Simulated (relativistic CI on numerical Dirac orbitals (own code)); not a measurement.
## Electric-dipole lines of Hf54+

These numbers are calculated, not measured: Dirac-Coulomb-Breit CI, orbitals from a KLI potential per configuration, model QED, unscaled Slater integrals (own radial code, finite nucleus).

CI space (outside the closed core [Ne]): 3s²3p⁶, 3s²3p⁵3d, 3s3p⁶3d, 3s²3p⁵4s, 3s²3p⁵4p, 3s²3p⁵4d, 3s3p⁶4s, 3p⁶3d4p, 3s²3p⁵4f, 3s3p⁶4p, 3s3p⁶4d, 3s3p⁶4f, 3s²3p⁵5s, 3s²3p⁵5p, 3s²3p⁵5d, 3s²3p⁵5f, 3s²3p⁵5g, 3s3p⁶5s, 3s3p⁶5p, 3s3p⁶5d, 3s3p⁶5f, 3p⁶3d², 3p⁵3d³, 3p⁵3d²4s, 3p⁵3d²4p, 3p⁵3d²4d, 3p⁶3d4s, 3p⁵3d4s², 3p⁵3d4s4p, 3p⁵3d4s4d, 3p⁶4s², 3p⁵4s²4p, 3p⁵4s²4d. Double excitations out of closed p, d and f shells are left out; levels of such configurations are missing from the list, as are those of other unlisted configurations, and high levels can miss mixing partners. These lack a partner that the ground configuration has and come out too high: 3s²3p⁵4f, 3s²3p⁵5s, 3s²3p⁵5p, 3s²3p⁵5d, 3s²3p⁵5f.

```
λ vac (Å)               Lower                Upper   A (s⁻¹)        gf  Branching (%)
   3.6864   3s²3p⁵3d ³F°4 [6]   3s²3p⁵5f ³G5 [215]  5.88e+13  1.32e+00           70.5
   4.7384      3s²3p⁶ ¹S0 [1]  3s²3p⁵4d ¹P°1 [153]  1.57e+14  1.59e+00           99.9
   5.0176   3s²3p⁵3d ³P°0 [2]   3s²3p⁵4f ³D1 [157]  8.06e+13  9.13e-01           46.5
   5.0215  3s²3p⁵3d ³F°2 [10]   3s²3p⁵4f ³G3 [177]  1.57e+14  4.16e+00           93.5
   5.0276   3s²3p⁵3d ³P°1 [3]   3s²3p⁵4f ³D2 [158]  9.38e+13  1.78e+00           54.3
   5.0292    3s3p⁶3d ³D1 [14]   3s3p⁶4f ³F°2 [185]  1.42e+14  2.70e+00           82.5
   5.0338   3s²3p⁵3d ³D°2 [5]   3s²3p⁵4f ³F3 [160]  1.23e+14  3.27e+00           72.5
   5.0350   3s²3p⁵3d ³F°3 [4]   3s²3p⁵4f ³G4 [159]  1.55e+14  5.31e+00           93.0
   5.0385    3s3p⁶3d ³D2 [15]   3s3p⁶4f ³F°3 [186]  1.51e+14  4.02e+00           87.6
   5.0838  3s²3p⁵3d ¹P°1 [11]   3s²3p⁵4f ³F2 [178]  1.35e+14  2.61e+00           81.2
   5.1474  3s²3p⁵3d ³P°2 [12]   3s²3p⁵4f ³D3 [179]  1.58e+14  4.40e+00           94.9
   5.1498   3s²3p⁵3d ³F°4 [6]   3s²3p⁵4f ³G5 [161]  1.63e+14  7.13e+00          100.0
   5.1508   3s²3p⁵3d ¹D°2 [7]   3s²3p⁵4f ¹F3 [162]  1.39e+14  3.87e+00           83.4
   5.1523    3s3p⁶3d ³D3 [16]   3s3p⁶4f ³F°4 [187]  1.65e+14  5.90e+00           97.8
   5.1526  3s²3p⁵3d ³F°3 [13]   3s²3p⁵4f ³G4 [180]  1.63e+14  5.85e+00           99.9
   5.1644   3s²3p⁵3d ³D°3 [8]   3s²3p⁵4f ³F4 [163]  1.47e+14  5.27e+00           89.2
   5.1691    3s3p⁶3d ¹D2 [17]   3s3p⁶4f ¹F°3 [188]  1.56e+14  4.36e+00           93.5
   5.2160   3s²3p⁵3d ¹P°1 [9]   3s²3p⁵4f ¹D2 [164]  1.27e+14  2.59e+00           79.7
   24.007   3s²3p⁵3d ³F°4 [6]     3s3p⁶3d ³D3 [16]  2.31e+12  1.40e+00           63.7
   24.035   3s²3p⁵3d ³F°3 [4]     3s3p⁶3d ³D2 [15]  2.49e+12  1.08e+00           67.9
```

Terms are leading LS components. Brackets give the number of a level in order of energy, since labels repeat. The list gives strong lines, with weight on those to low levels, without lines whose two gauges differ by over a factor of 2.5, among the lowest 400 of 1357 levels, so that lines to higher ones, which can be the strongest, are missing. Levels whose partners in the same complex of configurations lie outside the list can be far off, and so can their lines. Rates are taken at the computed energies, electric ones in the length gauge.

At this charge energies of transitions that change n are usually good to better than 1 %, and those within a shell (Δn = 0) to a few per cent.

LS names give the leading component of a level, which can be under half, so a name can repeat, a term be missing and a line seem to break the LS rules.
